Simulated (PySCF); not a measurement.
Harmonic spectrum computed at PBE0 in the def2-SVP basis family (core potentials from Rb on, PySCF, no spin–orbit coupling):

| ω (cm⁻¹) | IR (km/mol) |
| --- | --- |
| 170 | 4.4 |
| 202 | 11.0 |
| 207 | 4.1 |
| 717 | 124 |
| 718 | 56.9 |
| 1125 | 117 |

Which molecule gave it? In each, all ligands are bound to the one heavy central atom.
A. TcOF₂ (quartet)
B. WOF₂ (singlet)
C. ReOF₂ (doublet)
D. PtOF₂ (triplet)
E. OsOF₂ (singlet)

C. It has C2v symmetry with Re–F 1.845 Å (×2), Re–O 1.648 Å.
